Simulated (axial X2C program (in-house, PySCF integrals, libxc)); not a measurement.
## Spin–orbit effects down a group: molecules with B (ions), PBE0

All values come from calculations with an axial X2C code built on PySCF integrals, spin-free (one-electron X2C) or two-component (2c: spin–orbit coupling with atomic mean-field Coulomb and Gaunt terms, which also bring small scalar terms), in Dyall basis sets with cores contracted in-house; open shells are unrestricted.

Basis sets: B dyall-av3z, Ba dyall-acv3z, Ca dyall-acv3z, Mg dyall-av3z.

| molecule | spin-free state | Re (Å) | ωe (cm⁻¹) | De (eV) | 2c state | Re 2c (Å) | ωe 2c (cm⁻¹) | De 2c (eV) |
| --- | --- | --- | --- | --- | --- | --- | --- | --- |
| MgB⁻ | M_S = 1, Λ = 0 | 2.247 | 427.9 | 1.34 | Ω = 1 | 2.247 | 427.8 | 1.34 |
| CaB⁻ | M_S = 1, Λ = 0 | 2.454 | 397.0 | 1.74 | Ω = 1 | 2.453 | 397.1 | 1.74 |
| BaB⁻ | M_S = 1, Λ = 0 | 2.630 | 354.7 | 2.01 | Ω = 1 | 2.627 | 355.0 | 2.02 |

(1) Work out the shifts from the spin-free to the two-component result.

Fragments in 2c: Mg + B-, Ca + B-, Ba + B-. Each entry is the lowest single determinant of a limited PBE0 search at one distance. De goes to single-determinant-based atoms at the same level (for ions the charge split of lowest energy) and is withheld (n/a) where an atom does not fit its ground term or J level. Main or longest-lived isotopes. One determinant is a doubtful description, or other states lie close, for MgB⁻, CaB⁻, BaB⁻; these need not be ground states, and all values refer to the states named. Some open-shell Ω = 0 determinants are out of reach, so the Ω given for MgB⁻, CaB⁻, BaB⁻ need not be the lowest component. With several unpaired electrons the Ω given is that of one determinant, not necessarily of the lowest component. Some light 2c atoms are not at their ground J level, so De misses part of their lowering (0.04 eV or less). The functionals have no current term, which raises determinants with orbital currents.

Results:

(1) 

```
molecule  2c state  ΔRe (Å)  Δωe (cm⁻¹)  ΔDe (eV)
    MgB⁻     Ω = 1    0.000        -0.1      0.00
    CaB⁻     Ω = 1   -0.001         0.1      0.00
    BaB⁻     Ω = 1   -0.003         0.3      0.01
```

Shifts of one unit in the last digit are rounding.
